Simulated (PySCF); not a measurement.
Geometry:
```json
{"atom": "C1", "x (Å)": "-2.789", "y (Å)": "-0.588", "z (Å)": "-0.430"}
{"atom": "C2", "x (Å)": "-2.044", "y (Å)": "-0.089", "z (Å)": "0.810"}
{"atom": "C3", "x (Å)": "-0.678", "y (Å)": "0.434", "z (Å)": "0.451"}
{"atom": "C4", "x (Å)": "-0.468", "y (Å)": "1.802", "z (Å)": "0.377"}
{"atom": "C5", "x (Å)": "0.760", "y (Å)": "2.320", "z (Å)": "0.014"}
{"atom": "C6", "x (Å)": "1.796", "y (Å)": "1.456", "z (Å)": "-0.291"}
{"atom": "C7", "x (Å)": "1.624", "y (Å)": "0.085", "z (Å)": "-0.230"}
{"atom": "C8", "x (Å)": "2.758", "y (Å)": "-0.838", "z (Å)": "-0.577"}
{"atom": "C9", "x (Å)": "0.378", "y (Å)": "-0.438", "z (Å)": "0.150"}
{"atom": "N10", "x (Å)": "0.186", "y (Å)": "-1.813", "z (Å)": "0.154"}
{"atom": "H11", "x (Å)": "-2.223", "y (Å)": "-1.372", "z (Å)": "-0.927"}
{"atom": "H12", "x (Å)": "-2.925", "y (Å)": "0.230", "z (Å)": "-1.134"}
{"atom": "H13", "x (Å)": "-3.767", "y (Å)": "-0.978", "z (Å)": "-0.157"}
{"atom": "H14", "x (Å)": "-2.621", "y (Å)": "0.714", "z (Å)": "1.274"}
{"atom": "H15", "x (Å)": "-1.969", "y (Å)": "-0.898", "z (Å)": "1.544"}
{"atom": "H16", "x (Å)": "-1.284", "y (Å)": "2.471", "z (Å)": "0.612"}
{"atom": "H17", "x (Å)": "0.909", "y (Å)": "3.389", "z (Å)": "-0.036"}
{"atom": "H18", "x (Å)": "2.758", "y (Å)": "1.854", "z (Å)": "-0.583"}
{"atom": "H19", "x (Å)": "2.473", "y (Å)": "-1.509", "z (Å)": "-1.387"}
{"atom": "H20", "x (Å)": "3.625", "y (Å)": "-0.265", "z (Å)": "-0.896"}
{"atom": "H21", "x (Å)": "3.054", "y (Å)": "-1.443", "z (Å)": "0.282"}
{"atom": "H22", "x (Å)": "-0.584", "y (Å)": "-2.139", "z (Å)": "0.715"}
{"atom": "H23", "x (Å)": "1.024", "y (Å)": "-2.359", "z (Å)": "0.275"}
```

- NMR shieldings at PBE0/pcSseg-1/GIAO
- GFN2-xTB structure
- program: PySCF 2.14.0 with density-fitted response routines
- gas phase, no relativistic terms, one conformer, averaged over atoms made equivalent by symmetry, fast rotation or ring inversion

Referencing at the same level of theory: 13C (σref 186.93), 1H (σref 31.72) vs TMS; 15N (σref 267.73) vs NH3.

```json
{"atoms": "H18", "nucleus": "1H", "count": "1", "Hirshfeld charge": "0.04", "δ (ppm)": "?"}
{"atoms": "N10", "nucleus": "15N", "count": "1", "Hirshfeld charge": "-0.19", "δ (ppm)": "?"}
{"atoms": "C5", "nucleus": "13C", "count": "1", "Hirshfeld charge": "-0.08", "δ (ppm)": "122.9"}
{"atoms": "H11/H12/H13", "nucleus": "1H", "count": "3", "Hirshfeld charge": "0.04", "δ (ppm)": "1.19"}
{"atoms": "H22/H23", "nucleus": "1H", "count": "2", "Hirshfeld charge": "0.12", "δ (ppm)": "3.45"}
{"atoms": "H16", "nucleus": "1H", "count": "1", "Hirshfeld charge": "0.04", "δ (ppm)": "7.24"}
{"atoms": "C2", "nucleus": "13C", "count": "1", "Hirshfeld charge": "-0.07", "δ (ppm)": "31.7"}
{"atoms": "H17", "nucleus": "1H", "count": "1", "Hirshfeld charge": "0.04", "δ (ppm)": "6.91"}
{"atoms": "C6", "nucleus": "13C", "count": "1", "Hirshfeld charge": "-0.06", "δ (ppm)": "134.3"}
{"atoms": "C8", "nucleus": "13C", "count": "1", "Hirshfeld charge": "-0.12", "δ (ppm)": "20.4"}
{"atoms": "H14/H15", "nucleus": "1H", "count": "2", "Hirshfeld charge": "0.04", "δ (ppm)": "2.56"}
{"atoms": "C1", "nucleus": "13C", "count": "1", "Hirshfeld charge": "-0.12", "δ (ppm)": "15.0"}
{"atoms": "C7", "nucleus": "13C", "count": "1", "Hirshfeld charge": "-0.02", "δ (ppm)": "124.4"}
{"atoms": "C9", "nucleus": "13C", "count": "1", "Hirshfeld charge": "0.04", "δ (ppm)": "?"}
{"atoms": "H19/H20/H21", "nucleus": "1H", "count": "3", "Hirshfeld charge": "0.04", "δ (ppm)": "2.26"}
{"atoms": "C4", "nucleus": "13C", "count": "1", "Hirshfeld charge": "-0.06", "δ (ppm)": "?"}
{"atoms": "C3", "nucleus": "13C", "count": "1", "Hirshfeld charge": "-0.02", "δ (ppm)": "?"}
```

Complete the table.

## Answers


- C9: 147.0 ppm, aromatic carbon bearing nitrogen; σ withdrawal by the attached heteroatom moves it downfield of the ring CH carbons
- C4: 133.5 ppm, aromatic CH; the aromatic region
- C3: 130.3 ppm, substituted aromatic carbon
- H18: 7.28 ppm, hydrogen on an aromatic CH; aromatic region
- N10: 69.8 ppm, aniline-type nitrogen

OH/NH shifts are gas-phase values; hydrogen bonding in solution moves them, usually downfield. Shifts are as computed. Against solution values, carbons near 30 ppm lie about +3 ppm off and those near 130 ppm about +5 ppm. Of 1211 compounds with measured shifts, 218 miss one by over three times the rms of a fit or turn the order of signals round; such compounds aren't used in these exercises. Experimental scales use liquid or dissolved standards, which lie at an offset from isolated NH3 (liquid NH3: subtract about 20 ppm).
